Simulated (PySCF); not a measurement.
**Assigning NMR signals**

Molfile (atoms numbered from 1):
```
C7H10N2
     RDKit          3D

 19 19  0  0  0  0  0  0  0  0999 V2000
    2.9184   -0.5551    0.3597 C   0  0  0  0  0  0  0  0  0  0  0  0
    2.1765   -0.0560   -0.7890 N   0  0  0  0  0  0  0  0  0  0  0  0
    1.1601    0.8385   -0.4157 N   0  0  0  0  0  0  0  0  0  0  0  0
   -0.1484    0.4655   -0.2005 C   0  0  0  0  0  0  0  0  0  0  0  0
   -0.5245   -0.8622    0.0128 C   0  0  0  0  0  0  0  0  0  0  0  0
   -1.8463   -1.1828    0.2598 C   0  0  0  0  0  0  0  0  0  0  0  0
   -2.8163   -0.1977    0.3037 C   0  0  0  0  0  0  0  0  0  0  0  0
   -2.4507    1.1234    0.0945 C   0  0  0  0  0  0  0  0  0  0  0  0
   -1.1367    1.4544   -0.1578 C   0  0  0  0  0  0  0  0  0  0  0  0
    3.3925    0.2950    0.8482 H   0  0  0  0  0  0  0  0  0  0  0  0
    3.6900   -1.2305   -0.0037 H   0  0  0  0  0  0  0  0  0  0  0  0
    2.2985   -1.0783    1.0972 H   0  0  0  0  0  0  0  0  0  0  0  0
    1.7856   -0.8321   -1.3238 H   0  0  0  0  0  0  0  0  0  0  0  0
    1.2996    1.7651   -0.7950 H   0  0  0  0  0  0  0  0  0  0  0  0
    0.2116   -1.6530   -0.0134 H   0  0  0  0  0  0  0  0  0  0  0  0
   -2.1175   -2.2166    0.4204 H   0  0  0  0  0  0  0  0  0  0  0  0
   -3.8469   -0.4536    0.4965 H   0  0  0  0  0  0  0  0  0  0  0  0
   -3.2007    1.9005    0.1219 H   0  0  0  0  0  0  0  0  0  0  0  0
   -0.8548    2.4848   -0.3232 H   0  0  0  0  0  0  0  0  0  0  0  0
  1  2  1  0
  2  3  1  0
  3  4  1  0
  4  5  2  0
  5  6  1  0
  6  7  2  0
  7  8  1  0
  8  9  2  0
  9  4  1  0
  1 10  1  0
  1 11  1  0
  1 12  1  0
  2 13  1  0
  3 14  1  0
  5 15  1  0
  6 16  1  0
  7 17  1  0
  8 18  1  0
  9 19  1  0
M  END
```

Calculated, not measured (PySCF 2.14): geometry: GFN2-xTB, NMR shieldings at PBE0/pcSseg-1/GIAO. Fast rotation and ring inversion assumed for equivalent nuclei, no relativistic terms, one conformer, isolated molecule.

References, each an isolated molecule treated in the same way: 13C and 1H against TMS.

Question: Assign these signals to the numbered atoms. 13C{1H} NMR (computed): δ 153.1 (C), 135.5 (CH), 121.9 (CH), 112.0 (CH), 40.9 (CH3).

Answer: 
```tsv
δ (ppm)	atoms	environment	reason
153.1	C4	aromatic carbon bearing nitrogen	an ipso carbon deshielded by its heteroatom
135.5	C6/C8	aromatic CH	the aromatic region
121.9	C7	aromatic CH	–
112.0	C5/C9	aromatic CH	π donation from the O or N substituent raises the electron density at positions ortho and para to it
40.9	C1	methyl carbon bonded to N	deshielded by the electronegative neighbour
```

Question: Assign these signals to the numbered atoms. 1H NMR (300 MHz, computed): δ 7.46 (m, 2H), 6.86 (t, 1H), 6.56 (d, 2H), 5.12 (br s, 1H), 2.86 (s, 3H), 2.65 (br s, 1H).

Answer: 
7.46 → H16/H18, hydrogen on an aromatic CH: it sits in the deshielding region of the aromatic ring current
6.86 → H17, hydrogen on an aromatic CH
6.56 → H15/H19, hydrogen on an aromatic CH
5.12 → H14, hydrogen on a nitrogen bonded to O or N: labile proton, position sensitive to the medium
2.86 → H10/H11/H12, hydrogen on a methyl carbon bonded to N: its carbon carries N, which withdraws density
2.65 → H13, hydrogen on a nitrogen bonded to O or N: labile proton, position sensitive to the medium

OH/NH shifts are gas-phase values; hydrogen bonding in solution moves them, usually downfield. Shifts are as computed. Against solution values, carbons near 30 ppm lie about +3 ppm off and those near 130 ppm about +5 ppm. Of 1211 compounds with measured shifts, 218 miss one by over three times the rms of a fit or turn the order of signals round; such compounds aren't used in these exercises. Multiplicities follow the n + 1 count of equivalent neighbours, as no J values were calculated; m marks all less simple cases, F and P coupling included.
